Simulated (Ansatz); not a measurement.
In5As4H16⁻, a cluster cut from zinc blende InAs (hydrogen-capped). Charge -1, multiplicity 3. Geometry PBE-D4/def2-SVP, that of the charge -1 singlet; atoms count from 1.

Cartesian coordinates in Å:
```
In -2.2345 -0.2376 2.5110
In 2.1557 -1.1112 2.3388
In -0.5668 -2.6422 -1.0620
In -2.0555 1.5927 -2.1448
In 2.3371 0.7201 -2.3170
As -0.2974 -1.7884 1.4994
As -2.0046 1.7146 0.5960
As 2.5479 0.8076 0.4171
As -0.1486 -0.2813 -2.3310
H -1.7597 0.5080 4.0266
H -3.8230 -0.9296 2.2480
H 2.1177 -0.2633 3.8745
H 3.3333 -2.3552 1.9682
H -2.2409 -3.1059 -1.3076
H 0.7816 -3.7042 -1.4254
H -3.6395 0.9480 -2.5275
H -1.5005 3.1564 -2.7148
H 3.5207 -0.4740 -2.8114
H 2.3795 2.3865 -2.8644
H -0.5252 -3.0844 2.2907
H -2.9236 2.8695 1.0161
H -0.7125 2.4620 0.9340
H 3.8712 1.5112 0.7472
H 1.6751 1.9898 0.8431
H -0.2877 -0.6892 -3.8048
```

In the def2 sets In takes a core potential; there is no spin–orbit coupling. Single mean-field runs in def2-TZVP are fitted with def2-universal-jkfit. The highest occupied level of the charge -1 triplet lies above zero (up to 0.29 eV). By energy differences its removal costs 0.72 eV (vertical, to the charge 0 doublet, at PBE0-D4/def2-TZVP); self-interaction error and the lack of diffuse functions both raise the level. At PBE0-D4/def2-TZVP a singlet of charge -1 lies 4.49 eV below the triplet at the same geometry.

**Question.** Estimate the Mulliken populations from the PBE0/def2-TZVP orbitals of Ansatz.

**Answer.** 
| atom | charge (e) | spin (α − β) |
| --- | --- | --- |
| In1 | 0.43 | 0.00 |
| In2 | 0.43 | 0.00 |
| In3 | 0.24 | 0.43 |
| In4 | 0.25 | 0.29 |
| In5 | 0.25 | 0.29 |
| As6 | -0.64 | 0.02 |
| As7 | -0.40 | -0.01 |
| As8 | -0.40 | -0.01 |
| As9 | -0.32 | 0.70 |
| H10 | -0.14 | 0.00 |
| H11 | -0.14 | 0.00 |
| H12 | -0.14 | 0.00 |
| H13 | -0.14 | 0.00 |
| H14 | -0.12 | 0.06 |
| H15 | -0.12 | 0.06 |
| H16 | -0.14 | 0.00 |
| H17 | -0.11 | 0.09 |
| H18 | -0.14 | 0.00 |
| H19 | -0.11 | 0.09 |
| H20 | 0.07 | 0.01 |
| H21 | 0.06 | 0.00 |
| H22 | 0.07 | 0.00 |
| H23 | 0.06 | 0.00 |
| H24 | 0.07 | 0.00 |
| H25 | 0.11 | -0.04 |
Mulliken values and Mayer orders depend strongly on the basis.

**Question.** Where does the spin sit?

**Answer.** Summed by element: In 1.02, As 0.70, H 0.28, of 2 unpaired in all. Largest on single atoms: As9 0.70, In3 0.43, In4 0.29.

**Question.** And the Mayer bond orders between bonded heavy atoms (over 0.3)?

**Answer.** In1–As6 0.67 (2.68 Å); In1–As7 0.55 (2.74 Å); In2–As6 0.67 (2.68 Å); In2–As8 0.55 (2.74 Å); In3–As6 0.64 (2.71 Å); In3–As9 0.35 (2.71 Å); In4–As7 0.57 (2.74 Å); In4–As9 0.59 (2.68 Å); In5–As8 0.57 (2.74 Å); In5–As9 0.59 (2.68 Å).
